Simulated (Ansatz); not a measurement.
CH5AsTe (`[AsH2]C[TeH]`). Total charge 0; spin multiplicity 1. Te: def2 effective core potential.

Z-matrix (Å, degrees):
```
C
Te 1 2.145
As 1 1.976 2 108.7
H 1 1.086 2 109.4 3 123.4
H 1 1.088 2 107.5 3 -116.7
H 2 1.659 1 94.3 3 148.6
H 3 1.527 1 95.7 2 147.9
H 3 1.526 1 95.1 2 56.0
```

Q: What are the harmonic wavenumbers in cm⁻¹ at PBE0-D4/def2-TZVP (Ansatz, finite differences of forces, unscaled)? (Best estimate.)

A: The calculation gave: 95, 108, 136, 490, 579, 640, 690, 789, 838, 993, 1034, 1086, 1418, 2143, 2184, 2194, 3116, 3194.

Q: Is this a minimum?

A: Yes, all 18 modes are real.

Q: Give the ideal-gas thermochemistry at 298.15 K and 1 bar (rigid rotor, harmonic oscillator; point group C1, symmetry number 1).

A: Zero-point energy 130.0 kJ/mol; H(298) − E = 147.9 kJ/mol; entropy 342.6 J/(mol·K), of which translation 176.1, rotation 115.2, vibration 51.2; G(298) − E = 45.7 kJ/mol. Modes under 100 cm⁻¹ are hindered rotations or soft bends, so the harmonic entropy is rough.

Q: And at 400, 500, 600, 800 and 1000 K?

A: 
| T (K) | H − E (kJ/mol) | S (J/mol/K) | G − E (kJ/mol) |
| --- | --- | --- | --- |
| 400 | 157.3 | 369.7 | 9.4 |
| 500 | 167.9 | 393.3 | -28.7 |
| 600 | 179.6 | 414.6 | -69.2 |
| 800 | 205.4 | 451.6 | -155.9 |
| 1000 | 233.6 | 483.1 | -249.4 |
